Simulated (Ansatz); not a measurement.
Stepwise reaction of `C=CBC=C` with hydrogen chloride, as a gas-phase model of exchange steps in deposition or etching. ΔE in kJ/mol.

Calculated with Ansatz (gas phase, PBE0-D4/def2-TZVP geometries, no zero-point term in ΔE). CBS: MP2 limit from def2 TZ/QZ plus the TZ coupled-cluster correction, frozen cores. This one scheme is used for every species. DFT in def2-TZVPP. B3LYP here is the variant with VWN-RPA as its local correlation; programs differ in this. Each species was taken in one conformer, which may not be the lowest.

```json
{"step": "1", "reaction": "`C=CBC=C` + HCl → `C=CBCl` + `C=C`", "PBE-D4": "-73.4", "B3LYP-D4": "-73.3", "ωB97M-V": "-75.8", "CCSD(T)/CBS": "-74.0"}
```

Question: Give the row of step 2, `C=CBCl` + HCl → `ClBCl` + `C=C`. (An estimate is asked.)

Answer: The calculation gave: 
| step | reaction | PBE-D4 | B3LYP-D4 | ωB97M-V | CCSD(T)/CBS |
| --- | --- | --- | --- | --- | --- |
| 2 | `C=CBCl` + HCl → `ClBCl` + `C=C` | -58.8 | -57.3 | -59.7 | -58.0 |

Question: By hand: ΔE of the 2 steps together at CCSD(T)/CBS.

Answer: (-74.0) + (-58.0) = -132.0 kJ/mol, or -66.0 kJ/mol a step.

In ΔE each step is higher than the one before. All are downhill at CCSD(T)/CBS. PBE-D4 differs from CCSD(T)/CBS by -0.8 to 0.6 kJ/mol a step. Isolated molecules leave out the surface, adducts and barriers. Largest T1 diagnostic: 0.012.
